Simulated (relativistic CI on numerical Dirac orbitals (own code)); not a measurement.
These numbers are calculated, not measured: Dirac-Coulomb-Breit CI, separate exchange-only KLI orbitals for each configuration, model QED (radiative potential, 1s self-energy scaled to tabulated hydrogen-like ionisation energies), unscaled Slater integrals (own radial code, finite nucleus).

CI space (outside the closed core [Ne]): 3s2.3p6.3d6, 3s2.3p5.3d7, 3s2.3p4.3d8, 3s.3p6.3d7, 3p6.3d8, 3s.3p5.3d8, 3s2.3p6.3d5.4s, 3s2.3p6.3d5.4p, 3s2.3p4.3d7.4s, 3s2.3p6.3d5.4d, 3s2.3p4.3d7.4p, 3s2.3p5.3d6.4s, 3s2.3p6.3d5.4f, 3s2.3p4.3d7.4d, 3s.3p5.3d7.4s, 3s2.3p5.3d6.4p, 3s2.3p5.3d6.4d, 3s2.3p6.3d4.4s2, 3s.3p6.3d6.4s, 3p6.3d7.4s, 3p6.3d7.4p, 3s2.3p6.3d5.5s, 3p6.3d7.4d, 3s.3p6.3d5.4s2. Levels of other configurations are missing.

At this charge energies of transitions that change n are usually good to better than 1 %, and those within a shell (Δn = 0) to a few per cent.

Outline of the computed level scheme of Bi LX. Lowest level of each configuration: 3s2.3p6.3d6 3F_4 at 0.000 eV; 3s2.3p5.3d7 5G°_6 at 490.711 eV.

Some strong electric-dipole decays among the lowest 45 levels: 3s2.3p5.3d7 3D°_3 → 3s2.3p6.3d6 3F_4 (3.1e+12 s⁻¹); 3s2.3p5.3d7 3F°_4 → 3s2.3p6.3d6 3F_4 (2.4e+12 s⁻¹); 3s2.3p5.3d7 3P°_2 → 3s2.3p6.3d6 3P_2 (1.4e+12 s⁻¹); 3s2.3p5.3d7 1P°_1 → 3s2.3p6.3d6 3P_2 (1.1e+12 s⁻¹); 3s2.3p5.3d7 3D°_3 → 3s2.3p6.3d6 3P_2 (7.9e+11 s⁻¹); 3s2.3p5.3d7 3G°_5 → 3s2.3p6.3d6 3F_4 (4.3e+11 s⁻¹); 3s2.3p5.3d7 1P°_1 → 3s2.3p6.3d6 3P_0 (4.0e+11 s⁻¹); 3s2.3p5.3d7 3D°_3 → 3s2.3p6.3d6 3P_2 (2.5e+11 s⁻¹).

LS names give the leading component of a level, which can be under half, so a name can repeat, a term be missing and a line seem to break the LS rules.
